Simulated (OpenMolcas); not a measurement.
Ti3+ (d1) in a complex was computed by SS-CASPT2, IPEA 0.25 Eh, imaginary shift 0.1 Eh with the d shell active (OpenMolcas, ANO-RCC-VDZP on the metal). Its lowest spin-free states, and all those of the highest spin:

| 2S+1 | Degeneracy | E (cm-1) |
| --- | --- | --- |
| 2 | 2 | 0 |
| 2 | 1 | 1160 |
| 2 | 2 | 12760 |

Question: Is the site octahedral, tetrahedral or cube-like, axial, or of lower symmetry?

Answer: The states with 2S+1 = 2 have orbital degeneracies 2, 1, 2. There are pairs but no triples, so the site is axial: not cubic, but with a proper or improper axis of order three or more. The run had Ti3+ with 3 ligands (ammonia) in trigonal planar coordination (C3h) at 2.03 Å. Ligand basis ANO-RCC-VDZP.

An orbital doublet at a regular site is open to a Jahn-Teller distortion, which this geometry leaves out. The least metal-like active orbital is 84 % on the metal (Löwdin) and no ligand orbital is active, so the numbers are rough. Ligand-to-metal charge-transfer states are missing. The distance lies 7 % over the 1.9 Å that this model takes as the normal distance (a Shannon-type radius plus a fixed donor radius); by an R⁻⁵ law this alone changes a d-shell field by about -28 %. No measured value stands beside these numbers; the geometry is a model, was not optimised and need not be the one that this ion takes.
